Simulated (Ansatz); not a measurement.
Reactions of C2H6O2SSi (`O[SiH2]C(O)=CS`).

Calculated with Ansatz (gas phase, PBE0-D4/def2-TZVP geometries, no zero-point term in ΔE). CCSD(T)/CBS adds triple-zeta CCSD(T) − MP2 to the extrapolated MP2 energy (def2 sets, frozen cores). This one scheme is used for every species, atoms too. Double bonds are as drawn, so ΔE can hold a change between cis and trans. DFT in def2-TZVPP. B3LYP here is the variant with VWN-RPA as its local correlation; programs differ in this. Open shells (•) are unrestricted, without spin–orbit coupling. Spin–orbit coupling would lower the free atoms: a little for C, O, S, Si. def2 core potentials past Kr. For Te outer-core shells are correlated without core-valence functions, so the limit isn't a true one: a few kJ/mol of doubt a bond, and 10 to 20 or more in all where bonds break to atoms. One conformer a species, not always the lowest.

| reaction | CCSD(T)/CBS(def2) (kJ/mol) |
| --- | --- |
| `O[SiH2]/C(O)=C/S` + H₂Te → `O/C([TeH])=C\S` + `O[SiH3]` | 40 |
| `O[SiH2]/C(O)=C/S` + H₂ → `C=C(O)[SiH2]O` + H₂S | -48 |
| `O[SiH2]/C(O)=C/S` → `O/C([SiH3])=C(\O)S` | 168 |
| `O[SiH2]/C(O)=C/S` → `C=C[Si](O)(O)S` | ? |
| `O[SiH2]/C(O)=C/S` → `O=COC[SiH2]S` | 25 |
| `O[SiH2]/C(O)=C/S` → `OC(=S)OC[SiH3]` | 140 |
| `O[SiH2]/C(O)=C/S` → 2 C• + 6 H• + 2 O• + S• + Si• | ? |
| `O[SiH2]/C(O)=C/S` → `O[Si]1(S)CCO1` | ? |
| `O[SiH2]/C(O)=C/S` + HCl → `O[SiH2]/C(O)=C\Cl` + H₂S | 32 |

**Question.** Fill in the missing values. (Estimate.)

**Answer.** The calculation gave: `O[SiH2]/C(O)=C/S` → `C=C[Si](O)(O)S`: -279.6 kJ/mol; `O[SiH2]/C(O)=C/S` → 2 C• + 6 H• + 2 O• + S• + Si•: +4519.3 kJ/mol; `O[SiH2]/C(O)=C/S` → `O[Si]1(S)CCO1`: -241.9 kJ/mol.

Largest T1 diagnostic: 0.015, for `OC(=S)OC[SiH3]`.
